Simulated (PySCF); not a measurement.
- geometry: GFN2-xTB
- shielding tensors at PBE0/pcSseg-1 (GIAO)
- code: PySCF
- single conformer, relativity neglected, one averaged value for each set of equivalent atoms, no solvent

References, each an isolated molecule treated in the same way: ¹H (σ = 31.72 ppm), ¹³C (σ = 186.93 ppm) against TMS. Shifts are as computed. Against solution values, carbons near 30 ppm lie about +3 ppm off and those near 130 ppm about +5 ppm; carbons on Cl a further +6 ppm. Of 1211 compounds with measured shifts, 218 miss one by over three times the rms of a fit or turn the order of signals round; such compounds aren't used in these exercises. Carbons bonded to Cl come out too deshielded.

Task: Order these molecules by the shift of their most shielded carbon-bound hydrogen, lowest δ first.
A. C/C(=C/F)O[SiH2]CF
B. CPc1ccoc1
C. O=CC1=COC=CO1
D. COc1cc(F)ccc1Cl

Result: B (1.34 ppm, hydrogen on a methyl carbon bonded to P), A (1.73 ppm, hydrogen on an allylic methyl carbon), D (4.00 ppm, hydrogen on a methyl carbon bonded to O), C (5.41 ppm, hydrogen on an alkene carbon bearing oxygen).

Task: Order these molecules by the shift of their most shielded carbon, lowest δ first.
A. C/C(=C/F)O[SiH2]CF
B. CPc1ccoc1
C. COc1cc(F)ccc1Cl
D. O=CC1=COC=CO1

Result: B (12.2 ppm, methyl carbon bonded to P), A (19.2 ppm, allylic methyl carbon), C (56.3 ppm, methyl carbon bonded to O), D (131.6 ppm, alkene carbon bearing oxygen).

Task: How many ¹³C and ¹H signals does each give (equivalence by symmetry and fast rotation, but not about amide C–N or C=N bonds)? `O=CC1=COC=CO1`, `CPc1ccoc1`, `C/C(=C/F)O[SiH2]CF`, `COc1cc(F)ccc1Cl`

Result: O=CC1=COC=CO1: 5 C, 4 H; CPc1ccoc1: 5 C, 5 H; C/C(=C/F)O[SiH2]CF: 4 C, 4 H; COc1cc(F)ccc1Cl: 7 C, 4 H.
